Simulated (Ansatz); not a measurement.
Program: Ansatz. Geometries: PBE0-D4/def2-TZVP. ΔE: electronic, gas phase. CBS: MP2 limit from def2 TZ/QZ plus the TZ coupled-cluster correction, frozen cores. This one scheme is used for every species, atoms too. Functionals use def2-TZVPP. HSE06 is defined as in plane-wave codes. No spin–orbit coupling; open shells (•) take unrestricted orbitals. Spin–orbit coupling would lower the free atoms: a little for Cl. Elements past krypton have def2 core potentials. For Ge, Sn outer-core shells are correlated without core-valence functions, so the limit isn't a true one: a few kJ/mol of doubt a bond, and 10 to 20 or more in all where bonds break to atoms. Scalar relativity is left out up to krypton.

`[GeH3][SnH3]` + Cl• → `[GeH3][SnH2]`• + HCl  (hydrogen abstraction from the Sn–H bond)

| level | ΔE (kJ/mol) |
| --- | --- |
| r2SCANh-D4 | -127.2 |
| HSE06-D4 | -126.6 |
| CCSD(T)/def2-SVP | -101.1 |
| MP2/def2-QZVPP | -127.2 |

(1) What does CCSD(T)/CBS give? (Estimate.)

Largest T1 diagnostic among the species: 0.013.

## Answers

(1) Ansatz gave: -116.4 kJ/mol. The listed levels differ from it by -10.8, -10.2, 15.3, -10.8 kJ/mol.

From BLYP to BHLYP (50 % exact exchange), in def2-TZVPP and without D4, ΔE moves by +19.0 kJ/mol. In def2-TZVPP, CCSD(T) changes the Hartree–Fock value by −33.3 kJ/mol (the triples alone add −4.2 kJ/mol) and MP2 by −46.2 kJ/mol.

CCSD(T)/CBS has its own doubt, a few kJ/mol and more with outer-core shells, so smaller differences from it don't rank the levels.
